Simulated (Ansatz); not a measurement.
Input file for Ansatz (a first-principles code): U-wB97M-V/def2-TZVPP on O (SMILES [O]).

Ansatz 0.2 input:
```yaml
crystal:
  periodic: [false, false, false]
  atoms:
    - {symbol: O, position_ang: [0.00000000, 0.00000000, 0.00000000]}
basis:
  gaussian:
    orbitals: def2-TZVPP
hamiltonian:
  xc: {name: wB97M-V}
magnetization: {spin_polarized: true, initial_magnetization: 2}
```

Program output:

```
WARN ansatz: RAYON_NUM_THREADS=4 ignored (pool sized by the plan → 4); use --threads N
Functional definition: wB97M-V
integrals: 0.01 GiB planned
151 factors; their error is unknown
integrals: 0.04 GiB planned
27 factors; integrals over basis functions are off by at most 2.2e-4 eV
mean field: 0.11 GiB planned
mean field evaluation 1: about -2042.8635 eV, gradient 6.0e0 eV
mean field evaluation 2: about -2042.9421 eV, gradient 1.6e0 eV
mean field evaluation 4: about -2042.9508 eV, gradient 5.5e-2 eV
mean field evaluation 8: about -2042.9539 eV, gradient 2.4e-3 eV
mean field -2042.95388119 eV, -75.0771703700 hartree, gradient 4.5e-5 eV, S^2 2.003908; 0 other end points of the search recorded, 0 dependent functions left out
reference -2042.95389428 eV, -75.0771708509 hartree; 5, 3 occupied and 26, 28 virtual orbitals, 151 factors
Total energy: -2042.95389428 eV, -75.0771708509 hartree
```

The calculation finished and met its thresholds.

Cost: very roughly 0.8 core-seconds.
